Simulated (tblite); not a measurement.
Species: C6H12N2OSi.
SMILES with atom numbers: `[CH2:1]=[CH:2][Si@H:3]([OH:4])[N:5]([CH3:6])[CH2:7][CH2:8][C:9]#[N:10]` (hydrogens: H11, H12 on C1; H13 on C2; H14 on Si3; H15 on O4; H16, H17, H18 on C6; H19, H20 on C7; H21, H22 on C8)

Computed with GFN2-xTB (tblite), gas phase: L-BFGS steps from a force-field or distance-geometry start until the largest atomic force falls under 0.01 eV/Å.

Step 39: E = -832.3419 eV
```
atom  x, y, z in Å  |  force x, y, z in eV/Å
C1      3.6251    0.3336    0.8404    0.046  -0.017  -0.043
C2      2.3993   -0.1518    0.7119   -0.005  -0.039  -0.023
Si3     1.3292    0.2307   -0.7974   -0.012  -0.080   0.085
O4      1.5681    1.7342   -1.3875   -0.017   0.007   0.021
N5     -0.3090   -0.2104   -0.4330    0.021  -0.014   0.057
C6     -1.1891   -0.5193   -1.5337    0.040   0.031  -0.024
C7     -1.0113    0.2644    0.7349    0.083   0.071  -0.050
C8     -2.1039   -0.7134    1.2251    0.098   0.067  -0.016
C9     -3.3187   -0.6256    0.4582    0.109  -0.031   0.054
N10    -4.2988   -0.5377   -0.1229   -0.131   0.023  -0.049
H11     4.0184    1.0399    0.1245   -0.027  -0.014   0.064
H12     4.3024    0.0466    1.6349   -0.117   0.054  -0.021
H13     2.0655   -0.8871    1.4373   -0.030   0.096  -0.054
H14     1.7228   -0.5321   -1.9736    0.020  -0.056   0.025
H15     1.2807    2.5330   -0.9540    0.036   0.015   0.053
H16    -1.8076    0.3432   -1.8009   -0.088  -0.015  -0.039
H17    -0.5963   -0.7994   -2.3951    0.030  -0.002  -0.102
H18    -1.8379   -1.3600   -1.2837   -0.055   0.022  -0.043
H19    -0.2756    0.3972    1.5348   -0.074  -0.006  -0.039
H20    -1.4865    1.2439    0.5395    0.005  -0.064   0.026
H21    -2.3696   -0.4791    2.2567    0.063   0.040   0.115
H22    -1.7177   -1.7322    1.1830    0.006  -0.087   0.001
```

Step 40: E = -832.3458 eV
```
atom  x, y, z in Å  |  force x, y, z in eV/Å
C1      3.6201    0.3323    0.8453    0.008  -0.017  -0.034
C2      2.3935   -0.1478    0.7059    0.005  -0.025   0.001
Si3     1.3259    0.2311   -0.8023   -0.025  -0.033   0.049
O4      1.5646    1.7323   -1.3996   -0.068   0.148   0.103
N5     -0.3119   -0.2098   -0.4322    0.033   0.004   0.003
C6     -1.1923   -0.5205   -1.5335    0.043   0.015  -0.045
C7     -1.0110    0.2697    0.7358    0.057   0.058  -0.070
C8     -2.0952   -0.7161    1.2275    0.097   0.014   0.012
C9     -3.3139   -0.6233    0.4670    0.059  -0.019   0.047
N10    -4.2956   -0.5302   -0.1115   -0.078   0.017  -0.015
H11     4.0232    1.0404    0.1365   -0.025  -0.027   0.063
H12     4.2838    0.0389    1.6484   -0.084   0.063  -0.023
H13     2.0491   -0.8801    1.4278   -0.018   0.062  -0.019
H14     1.7261   -0.5344   -1.9736    0.007  -0.062   0.012
H15     1.2998    2.5388   -0.9574    0.081  -0.144  -0.029
H16    -1.8079    0.3436   -1.8090   -0.060  -0.061  -0.008
H17    -0.5955   -0.8055   -2.3926   -0.004   0.007  -0.066
H18    -1.8444   -1.3612   -1.2836   -0.020   0.081  -0.051
H19    -0.2714    0.4162    1.5303   -0.103  -0.025  -0.040
H20    -1.4985    1.2418    0.5352    0.028  -0.047   0.025
H21    -2.3525   -0.5041    2.2663    0.054   0.075   0.095
H22    -1.7064   -1.7336    1.1686    0.012  -0.083  -0.009
```

Step 41: E = -832.3491 eV
```
atom  x, y, z in Å  |  force x, y, z in eV/Å
C1      3.6195    0.3335    0.8420   -0.011  -0.010  -0.012
C2      2.3939   -0.1465    0.7009   -0.023  -0.019   0.005
Si3     1.3229    0.2249   -0.8017   -0.007   0.038  -0.019
O4      1.5602    1.7301   -1.3922   -0.034   0.021   0.023
N5     -0.3145   -0.2157   -0.4314    0.017   0.015  -0.054
C6     -1.1941   -0.5201   -1.5368    0.038   0.004  -0.049
C7     -1.0089    0.2706    0.7360    0.021   0.008  -0.085
C8     -2.0921   -0.7129    1.2315    0.050  -0.021   0.003
C9     -3.3108   -0.6220    0.4699    0.032   0.002   0.047
N10    -4.2919   -0.5305   -0.1106   -0.049   0.013   0.004
H11     4.0259    1.0412    0.1369   -0.012  -0.007   0.025
H12     4.2738    0.0422    1.6507   -0.022   0.050   0.015
H13     2.0461   -0.8735    1.4228   -0.021   0.004   0.042
H14     1.7327   -0.5412   -1.9697   -0.013  -0.051   0.006
H15     1.3035    2.5354   -0.9490    0.042  -0.050   0.033
H16    -1.8110    0.3442   -1.8124   -0.027  -0.068   0.015
H17    -0.5936   -0.8009   -2.3959   -0.024   0.012  -0.042
H18    -1.8489   -1.3622   -1.2951    0.006   0.095  -0.037
H19    -0.2675    0.4209    1.5263   -0.083  -0.028  -0.009
H20    -1.4995    1.2388    0.5346    0.026   0.010   0.003
H21    -2.3469   -0.5064    2.2714    0.042   0.104   0.102
H22    -1.7092   -1.7313    1.1711    0.052  -0.120  -0.018
```

Question: Estimate the geometry and energy of step 42. (The exact step hangs on the optimiser's Hessian estimate; all steps are aligned on step 41, rigid shifts and turns removed.)

Answer: E = -832.3515 eV, largest force 0.114 eV/Å
```
atom  x, y, z in Å  |  force x, y, z in eV/Å
C1      3.6161    0.3329    0.8438   -0.032  -0.010   0.002
C2      2.3903   -0.1445    0.6990   -0.014  -0.014   0.002
Si3     1.3211    0.2224   -0.8035    0.011   0.063  -0.059
O4      1.5522    1.7271   -1.3970   -0.029   0.064   0.033
N5     -0.3149   -0.2167   -0.4310    0.010   0.025  -0.092
C6     -1.1931   -0.5194   -1.5382    0.007  -0.006  -0.050
C7     -1.0078    0.2739    0.7343   -0.023  -0.042  -0.055
C8     -2.0855   -0.7143    1.2336    0.002  -0.068   0.026
C9     -3.3069   -0.6214    0.4749   -0.029   0.014   0.022
N10    -4.2884   -0.5258   -0.1057    0.033   0.001   0.055
H11     4.0279    1.0405    0.1435   -0.007   0.011  -0.009
H12     4.2640    0.0410    1.6559    0.010   0.037   0.046
H13     2.0386   -0.8697    1.4193   -0.024  -0.023   0.072
H14     1.7332   -0.5440   -1.9712   -0.019  -0.046   0.016
H15     1.3115    2.5346   -0.9470    0.048  -0.086   0.015
H16    -1.8122    0.3430   -1.8151   -0.002  -0.050   0.020
H17    -0.5928   -0.8016   -2.3976   -0.029   0.019  -0.023
H18    -1.8507   -1.3591   -1.2973    0.010   0.071  -0.031
H19    -0.2691    0.4302    1.5246   -0.046  -0.027   0.000
H20    -1.5040    1.2381    0.5320    0.023   0.028  -0.016
H21    -2.3377   -0.5141    2.2777    0.061   0.091   0.031
H22    -1.7026   -1.7344    1.1643    0.040  -0.052  -0.003
```

The energy changes by -0.0024 eV. The first-order estimate −F·Δx gives -0.0033 eV and the mean of the old and new forces, exact on a quadratic surface, -0.0023 eV. The step makes an angle of 73° with the force vector and moves no atom by more than 0.014 Å.

What follows is the cost of the whole relaxation. Hardware: Arm Neoverse N1, one thread, on a shared host. Cost: 3.6 s.
